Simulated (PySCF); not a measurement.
**Identify the compound**

The spectra below were simulated for a compound C4H11FO2Si.

¹H NMR (400 MHz, computed): δ 4.75 (m, 1H), 4.74 (s, 3H), 3.83 (m, 1H), 3.80 (s, 3H), 1.32 (d, 3H).

¹³C{¹H} NMR (computed): δ 119.6, 73.8, 57.2, 21.0.

Level of theory: GFN2-xTB geometry, σ from GIAO-PBE0/pcSseg-1, in PySCF 2.14.0 with density-fitted response routines (one conformer, no solvent, no relativistic terms, rapidly exchanging positions averaged).

References, each an isolated molecule treated in the same way: ¹H (σ = 31.72 ppm) and ¹³C (σ = 186.93 ppm) vs TMS.

Choose the structure that fits.
A. CO[C@@H](F)[C@H](C)O[SiH3]
B. CO[SiH](OC)[C@H](C)F
C. CO[Si@@H](F)OC(C)C
D. CO[Si](C)(CF)OC

Answers

A. 

The formula gives 0 degrees of unsaturation. 4 carbon signals for 4 carbons: no two carbons are equivalent. Carbon types of the structure: 2 × CH, 2 × CH3, leaving 3 H on heteroatoms. δC 119.6: sp3 CH bonded to F and O; 2 electronegative neighbours deshield it. δC 73.8: sp3 CH bonded to O; the inductive effect lowers its shielding. δH 4.75: hydrogen on an sp3 CH bonded to F and O; its carbon carries F and O, an electronegative neighbour. δH 3.83: hydrogen on an sp3 CH bonded to O; its carbon carries O, hence the downfield position. δH 3.80: hydrogen on a methyl carbon bonded to O; its carbon carries O, which withdraws density.

The others: CO[SiH](OC)[C@H](C)F has carbons computed at 91.5, 52.6, 52.5, 18.6, with a different DEPT pattern; CO[Si](C)(CF)OC would give 3 carbon signals, not 4; CO[Si@@H](F)OC(C)C has carbons computed at 68.2, 51.4, 27.6, 27.3, with a different DEPT pattern.

Splittings by ¹⁹F in the carbon and heteronuclear signals aren't shown, as no couplings were computed. Shifts are as computed. Against solution values, carbons near 30 ppm lie about +3 ppm off and those near 130 ppm about +5 ppm. Of 1211 compounds with measured shifts, 218 miss one by over three times the rms of a fit or turn the order of signals round; such compounds aren't used in these exercises. Multiplicities follow the n + 1 count of equivalent neighbours, as no J values were calculated; m marks all less simple cases, F and P coupling included.
